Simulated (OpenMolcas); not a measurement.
Co3+ among 2 point charges of -1.5 e arranged as a linear pair (D∞h).

- Program: OpenMolcas
- Method: CASSCF
- Basis: ANO-RCC-VTZP [6s5p3d2f1g]
- Scalar Hamiltonian: DKH2, point nucleus
- Active space: 6 electrons in 5 orbitals (3d)
- State averaging: 2S+1 = 5 even, 5 roots; 2S+1 = 3 even, 45 roots; 2S+1 = 1 even, 50 roots
- Spin-orbit coupling: state interaction with AMFI integrals over the reference wave functions

All point charges move together. At R = 1.92 Å the first state of the same spin is 6196 cm-1, and at R = 2.23 Å it is 4124 cm-1.

Q: A third run gives 4679 cm-1. What distance was it run at?

A: With a power law R^-n the two known points give n = -ln(4124 / 6196) / ln(2.23 / 1.92) = 2.72. Then R = 1.92 × (6196 / 4679)^(1/2.72) = 2.129 Å. The run was at 2.13 Å, so the estimate is off by -0.001 Å.

Without dynamic correlation the repulsion within the d shell is too large (B by tens of per cent), so at a given field states of lower spin stand too high. Point charges give a weaker field than real ligands, and real ions of this kind are often low spin; the high spin found here belongs to the model. Point charges carry no covalency, so the field is a model and not that of real ligands. No measured value stands beside these numbers.
